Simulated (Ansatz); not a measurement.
Computed with Ansatz.

A structure relaxed at PBE0-D4/def2-TZVP, charge 0, multiplicity 1:

Cartesian coordinates in Å:
```
C 0.9437 -2.0798 -0.5848
C -0.1893 -1.6357 -1.1222
Si -0.9147 0.0018 -0.6944
F -2.4115 -0.2048 -0.1766
O -0.0317 0.6740 0.4861
Si 0.2851 1.9865 1.4137
H 1.4903 -1.4941 0.1484
H 1.3712 -3.0431 -0.8483
H -0.6984 -2.2612 -1.8538
H -1.0119 0.9266 -1.8472
H 0.0520 3.2307 0.6353
H 1.7062 1.9192 1.8327
H -0.5909 1.9797 2.6111
```

**Question.** Give its formula and SMILES.

**Answer.** C2H7FOSi2, `C=C[SiH](F)O[SiH3]`.

**Question.** Point group (tolerance 0.08 Å, 0.16 Å for H)?

**Answer.** C1.

**Question.** Summarise the bond lengths by kind.

**Answer.** 1 × C–C 1.330 Å; 3 × C–H 1.086 to 1.089 Å; 1 × C–Si 1.841 Å; 1 × F–Si 1.597 Å; 2 × O–Si 1.620 to 1.638 Å; 4 × H–Si 1.481 to 1.486 Å.
